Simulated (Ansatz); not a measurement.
Ansatz results at the PBE0-D4/def2-TZVP geometry: HOMO–LUMO gap (ωB97M-V/def2-TZVPP) 9.04 eV; LUMO energy (PBE/def2-TZVPP) -4.86 eV; ideal-gas entropy at 298 K and 1 bar (rigid rotor, harmonic PBE0-D4/def2-TZVP) 402 J/(mol·K).

(1) Which molecule gave them?
A. `[Cl][Nb]([Cl])([Cl])([Cl])[Cl]`
B. `[NH]=[Nb]([OH])([OH])[OH]`
C. `[F][Nb]([F])(=[S])[Cl]`
D. `[NH2][Nb]([NH2])([OH])=[S]`

Answers

(1) A. The others give `[F][Nb]([F])(=[S])[Cl]`: 9.73, -3.69, 353; `[NH2][Nb]([NH2])([OH])=[S]`: 10.21, -2.19, 382; `[NH]=[Nb]([OH])([OH])[OH]`: 10.46, -1.49, 368.
